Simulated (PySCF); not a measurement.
CH3FMgO.

```xyz
7

Mg     0.0000     0.0000     0.7318
F      0.0000     0.0000     2.4946
O      0.0000     0.0000    -1.0332
C      0.0000     0.0000    -2.4137
H     -0.8907    -0.5142    -2.8285
H      0.8907    -0.5142    -2.8285
H      0.0000     1.0285    -2.8285
```
Charge 0, spin multiplicity 1.

The structure is a stationary point at r2SCAN-D4/def2-SVP. The values are those of a single conformer.

All values below come from B3LYP/pcSseg-2 (PySCF). Non-relativistic, no solvent.

Question: Give the absolute GIAO shielding of each atom: isotropic value and principal components (ppm). (An estimate is asked for; the answer gives what the named calculation found.)

Answer: 
| atom | σ(iso) | σ11 | σ22 | σ33 | span |
|---|---|---|---|---|---|
| Mg1 | 546.5 | 465.0 | 465.0 | 709.4 | 244.4 |
| F2 | 433.9 | 408.6 | 408.6 | 484.5 | 75.9 |
| O3 | 359.4 | 356.1 | 356.1 | 366.1 | 10.0 |
| C4 | 120.8 | 92.0 | 92.0 | 178.4 | 86.5 |
| H5 | 27.3 | 23.3 | 25.0 | 33.6 | 10.3 |
| H6 | 27.3 | 23.3 | 25.0 | 33.6 | 10.3 |
| H7 | 27.3 | 23.3 | 25.0 | 33.6 | 10.3 |
